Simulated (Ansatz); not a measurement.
One change: `C[O][Hf]1234([OH])([N](C)C)[C@H]5[C@@H]1[C@@H]2[C@@H]3[C@H]54` becomes `C[O][Ti]1234([OH])([N](C)C)[C@H]5[C@@H]1[C@@H]2[C@@H]3[C@H]54`.

Ansatz, PBE0-D4/def2-TZVP geometries, multiplicity 1. Each molecule was computed in one conformer, which needn't be the lowest.

Elements past krypton have def2 core potentials. Scalar relativity is left out up to krypton.

```
                                      property  `C[O][Hf]1234([OH])([N](C)C)[C@H]5[C@@H]1[C@@H]2[C@@H]3[C@H]54`
       HOMO–LUMO gap (ωB97M-V/def2-TZVPP) / eV                                                             9.40
           LUMO energy (B3LYP/def2-TZVPP) / eV                                                            -0.16
          HOMO–LUMO gap (PBE0/def2-TZVPP) / eV                                                             5.89
size of the dipole moment (PBE/def2-TZVPP) / D                                                             1.17
             HOMO energy (PBE/def2-TZVPP) / eV                                                            -4.65
           HOMO–LUMO gap (PBE/def2-TZVPP) / eV                                                             3.80
```

(1) Give the same properties after the change, and the shifts. (An estimate is asked.)

## Answers

(1) Ansatz gave: 
```
                                      property  `C[O][Ti]1234([OH])([N](C)C)[C@H]5[C@@H]1[C@@H]2[C@@H]3[C@H]54`  shift
       HOMO–LUMO gap (ωB97M-V/def2-TZVPP) / eV                                                             9.24  -0.16
           LUMO energy (B3LYP/def2-TZVPP) / eV                                                            -1.42  -1.26
          HOMO–LUMO gap (PBE0/def2-TZVPP) / eV                                                             4.95  -0.94
size of the dipole moment (PBE/def2-TZVPP) / D                                                             2.00   0.83
             HOMO energy (PBE/def2-TZVPP) / eV                                                            -4.97  -0.32
           HOMO–LUMO gap (PBE/def2-TZVPP) / eV                                                             2.78  -1.02
```

With PBE0 the HOMO falls by 0.26 eV and the LUMO falls by 1.20 eV, so the gap narrows by about 0.94 eV. PBE moves the HOMO by -0.32 eV and ωB97M-V by -0.23 eV. Dipoles are sizes alone; their direction can turn.

B3LYP here is the variant with VWN-RPA as its local correlation; programs differ in this.

Positive LUMOs are unbound, so they and the gaps depend on the basis.
